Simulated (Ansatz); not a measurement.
Consider the substitution at a C–B bond: `OC([SiH3])BF` + H–F → `OC(F)[SiH3]` + `BF`.

Calculated with Ansatz (gas phase, PBE0-D4/def2-TZVP geometries, no zero-point term in ΔE). CCSD(T)/CBS is the MP2 limit (def2-TZVPP, def2-QZVPP) plus CCSD(T) − MP2 in def2-TZVPP, frozen cores. This one scheme is used for every species. Each species was taken in one conformer, which may not be the lowest.

`OC([SiH3])BF`:

Cartesian coordinates in Å:
```
O 1.410 -0.935 -0.535
C 0.350 -0.474 0.285
Si -0.091 1.340 -0.132
B -0.953 -1.297 0.142
F -1.096 -2.197 -0.812
H 2.155 -0.334 -0.450
H 0.614 -0.459 1.358
H 1.203 2.079 -0.163
H -0.730 1.440 -1.468
H -0.978 1.935 0.901
H -1.885 -1.099 0.874
```

H–F:

Cartesian coordinates in Å:
```
F -0.247 0.338 -0.190
H 0.247 -0.338 0.190
```

`OC(F)[SiH3]`:

Cartesian coordinates in Å:
```
O -0.301 -0.284 -1.576
C -0.206 -0.646 -0.250
F -1.457 -1.048 0.226
Si 0.380 0.865 0.765
H -0.452 -1.068 -2.115
H 0.443 -1.522 -0.113
H -0.551 1.993 0.527
H 0.387 0.486 2.200
H 1.756 1.223 0.336
```

`BF`:

Cartesian coordinates in Å:
```
B 0.012 -0.007 -0.048
F -0.312 0.186 1.214
H 0.313 0.951 -0.700
H -0.013 -1.129 -0.466
```

```
       species  HF/def2-TZVPP energy (Eh)
`OC([SiH3])BF`                 -529.42918
           H–F                 -100.06520
 `OC(F)[SiH3]`                 -504.09977
          `BF`                 -125.37976
```

Work out ΔE.

ΔE = (-504.09977) + (-125.37976) − (-529.42918) − (-100.06520) = 0.01485 Eh = +39.0 kJ/mol. CCSD(T)/CBS gives +73.5 kJ/mol.

Largest T1 diagnostic among the species: 0.013.

In def2-TZVPP, CCSD(T) changes the Hartree–Fock value by +29.9 kJ/mol (the triples alone add +2.6 kJ/mol) and MP2 by +38.3 kJ/mol. The D4 term adds +7.5 kJ/mol with B3LYP and +4.1 kJ/mol with PBE0; it sums over pairs of atoms, weighted by their polarisabilities, and B3LYP, whose exchange is more repulsive, gets the larger term.

B3LYP here is the variant with VWN-RPA as its local correlation; programs differ in this.
